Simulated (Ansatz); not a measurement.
```yaml
crystal:
  periodic: [false, false, false]
  atoms:
    - {symbol: Ge, position_ang: [0.262196, -0.174785, 1.070956]}
    - {symbol: C, position_ang: [0.633973, 0.234376, 2.917548]}
    - {symbol: H, position_ang: [-0.258070, 0.645409, 3.411270]}
    - {symbol: H, position_ang: [1.457723, 0.959025, 2.987789]}
    - {symbol: H, position_ang: [0.933151, -0.691849, 3.428285]}
    - {symbol: O, position_ang: [1.812903, -0.600703, 0.329280]}
    - {symbol: C, position_ang: [1.872373, -1.271314, -0.936628]}
    - {symbol: C, position_ang: [3.184716, -2.034611, -0.973559]}
    - {symbol: C, position_ang: [1.746427, -0.266584, -2.073545]}
    - {symbol: H, position_ang: [1.033518, -1.993181, -0.998550]}
    - {symbol: H, position_ang: [4.030326, -1.334091, -0.880267]}
    - {symbol: H, position_ang: [3.291368, -2.590057, -1.918610]}
    - {symbol: H, position_ang: [3.236133, -2.748323, -0.137969]}
    - {symbol: H, position_ang: [0.795186, 0.283406, -2.002274]}
    - {symbol: H, position_ang: [2.569317, 0.465574, -2.024587]}
    - {symbol: H, position_ang: [1.785308, -0.771540, -3.052251]}
    - {symbol: O, position_ang: [-0.561155, 1.158678, 0.211689]}
    - {symbol: C, position_ang: [-0.247779, 2.523283, 0.494240]}
    - {symbol: C, position_ang: [-1.370379, 3.365684, -0.086050]}
    - {symbol: C, position_ang: [1.115641, 2.898977, -0.072489]}
    - {symbol: H, position_ang: [-0.227266, 2.676892, 1.595369]}
    - {symbol: H, position_ang: [-1.419098, 3.221115, -1.177254]}
    - {symbol: H, position_ang: [-1.210833, 4.435622, 0.119965]}
    - {symbol: H, position_ang: [-2.337380, 3.063515, 0.342920]}
    - {symbol: H, position_ang: [1.907473, 2.243794, 0.325518]}
    - {symbol: H, position_ang: [1.112936, 2.788769, -1.168750]}
    - {symbol: H, position_ang: [1.371511, 3.942068, 0.173511]}
    - {symbol: O, position_ang: [-0.811968, -1.559768, 0.831980]}
    - {symbol: C, position_ang: [-2.158854, -1.442688, 0.353981]}
    - {symbol: C, position_ang: [-2.919805, -2.642903, 0.890776]}
    - {symbol: C, position_ang: [-2.171615, -1.368763, -1.165980]}
    - {symbol: H, position_ang: [-2.613219, -0.512705, 0.751230]}
    - {symbol: H, position_ang: [-3.974310, -2.566051, 0.623792]}
    - {symbol: H, position_ang: [-3.974310, -2.616051, 0.573792]}
    - {symbol: H, position_ang: [-2.882416, -2.662771, 1.990511]}
    - {symbol: H, position_ang: [-1.628036, -0.474832, -1.506924]}
    - {symbol: H, position_ang: [-1.693126, -2.265744, -1.592938]}
    - {symbol: H, position_ang: [-3.203670, -1.309547, -1.548413]}
basis:
  gaussian: {orbitals: def2-TZVP, fitting: {mean_field: def2-universal-jkfit}}
total_charge: 1
magnetization: {spin_polarized: true, initial_magnetization: 1}
hamiltonian: {xc: {name: r2SCAN0}, dispersion: d4, pseudopotentials: {relativity: none}}
scf: {omitted_lower_state_checks: [starts]}
output: {forces: true}
```

```sh
$ ansatz run in.yaml --threads 2 --pin off --events-out ev --progress --plain --max-ram 22528MiB --backend cuda --devices 0, --max-vram 18GiB
```

It prints (some lines left out):

```
Functional definition: r2SCAN0
1679 factors; integrals over basis functions are off by at most 8.7e-1 eV
mean field evaluation 1: about -73212.0930 eV, gradient 8.9e1 eV
mean field evaluation 2: about -73143.9172 eV, gradient 1.4e2 eV
mean field evaluation 4: about -73244.0010 eV, gradient 1.1e1 eV
mean field evaluation 8: about -73244.6677 eV, gradient 1.9e-1 eV
mean field evaluation 16: about -73244.8286 eV, gradient 1.7e-3 eV
mean field -73244.82861700 eV, -2691.6978045468 hartree, gradient 6.3e-5 eV, S^2 0.756421; 0 other end points of the search recorded, 0 dependent functions left out
reference -73244.82863742 eV, -2691.6978052970 hartree; 70, 69 occupied and 525, 526 virtual orbitals, 1679 factors
Total energy: -73245.18240236 eV, -2691.7108059188 hartree
Atom 0 at     0.262196    -0.174785     1.070956 Å, force     1.608399     1.550421    -0.155716 eV/Å
Atom 1 at     0.633973     0.234376     2.917548 Å, force    -0.192093    -0.172638     0.268898 eV/Å
Atom 2 at    -0.258070     0.645409     3.411270 Å, force     0.391840    -0.138899    -0.164506 eV/Å
Atom 3 at     1.457723     0.959025     2.987789 Å, force    -0.363051    -0.318617    -0.126443 eV/Å
Atom 4 at     0.933151    -0.691849     3.428285 Å, force    -0.086274     0.398242    -0.175278 eV/Å
Atom 5 at     1.812903    -0.600703     0.329280 Å, force    -1.024815    -0.114029     0.142647 eV/Å
Atom 6 at     1.872373    -1.271314    -0.936628 Å, force     0.005877    -0.167091    -0.223936 eV/Å
Atom 7 at     3.184716    -2.034611    -0.973559 Å, force     0.146953    -0.071439     0.042637 eV/Å
Atom 8 at     1.746427    -0.266584    -2.073545 Å, force     0.013254     0.124686    -0.086552 eV/Å
Atom 9 at     1.033518    -1.993181    -0.998550 Å, force     0.358861     0.245587     0.011866 eV/Å
Atom 10 at     4.030326    -1.334091    -0.880267 Å, force    -0.374839    -0.292305    -0.056110 eV/Å
Atom 11 at     3.291368    -2.590057    -1.918610 Å, force    -0.065441     0.254758     0.395264 eV/Å
Atom 12 at     3.236133    -2.748323    -0.137969 Å, force    -0.013001     0.287091    -0.353493 eV/Å
Atom 13 at     0.795186     0.283406    -2.002274 Å, force     0.379455    -0.181523    -0.058790 eV/Å
Atom 14 at     2.569317     0.465574    -2.024587 Å, force    -0.362446    -0.327159    -0.024676 eV/Å
Atom 15 at     1.785308    -0.771540    -3.052251 Å, force    -0.001093     0.194166     0.439723 eV/Å
Atom 16 at    -0.561155     1.158678     0.211689 Å, force    -0.023317    -0.934931     0.281311 eV/Å
Atom 17 at    -0.247779     2.523283     0.494240 Å, force     0.099249     0.524168     0.360337 eV/Å
Atom 18 at    -1.370379     3.365684    -0.086050 Å, force    -0.124339     0.009275    -0.127952 eV/Å
Atom 19 at     1.115641     2.898977    -0.072489 Å, force     0.128017    -0.070703    -0.148472 eV/Å
Atom 20 at    -0.227266     2.676892     1.595369 Å, force    -0.022904    -0.137777    -0.499103 eV/Å
Atom 21 at    -1.419098     3.221115    -1.177254 Å, force     0.038898     0.091671     0.436323 eV/Å
Atom 22 at    -1.210833     4.435622     0.119965 Å, force    -0.052183    -0.489645    -0.076715 eV/Å
Atom 23 at    -2.337380     3.063515     0.342920 Å, force     0.371446     0.162545    -0.142719 eV/Å
Atom 24 at     1.907473     2.243794     0.325518 Å, force    -0.303453     0.290267    -0.138754 eV/Å
Atom 25 at     1.112936     2.788769    -1.168750 Å, force    -0.007458     0.069321     0.450154 eV/Å
Atom 26 at     1.371511     3.942068     0.173511 Å, force    -0.159608    -0.473567    -0.080945 eV/Å
Atom 27 at    -0.811968    -1.559768     0.831980 Å, force    -2.585860    -0.909457    -0.228616 eV/Å
Atom 28 at    -2.158854    -1.442688     0.353981 Å, force     1.635415    -0.173991    -1.160857 eV/Å
Atom 29 at    -2.919805    -2.642903     0.890776 Å, force     5.700987     1.863996     2.551960 eV/Å
Atom 30 at    -2.171615    -1.368763    -1.165980 Å, force    -0.164757    -0.149931    -0.522302 eV/Å
Atom 31 at    -2.613219    -0.512705     0.751230 Å, force    -0.256936    -0.321699     0.124251 eV/Å
Atom 32 at    -3.974310    -2.566051     0.623792 Å, force    -1.369301  2015.424994  2014.735761 eV/Å
Atom 33 at    -3.974310    -2.616051     0.573792 Å, force    -2.538968 -2015.144569 -2015.780894 eV/Å
Atom 34 at    -2.882416    -2.662771     1.990511 Å, force    -0.668501    -1.009917    -0.555684 eV/Å
Atom 35 at    -1.628036    -0.474832    -1.506924 Å, force    -0.291391    -0.380511     0.316004 eV/Å
Atom 36 at    -1.693126    -2.265744    -1.592938 Å, force    -0.190121     0.450926     0.255449 eV/Å
Atom 37 at    -3.203670    -1.309547    -1.548413 Å, force     0.363498     0.038279     0.075928 eV/Å
Dipole moment:    -2.575805    -1.347633     0.460735 e Å
Checks for a lower state left out: starts
```

Question: What is wrong with this run?

Answer: One atom was put on top of another. The calculation finished and met its thresholds. The result belongs to that input, not to the species as meant.
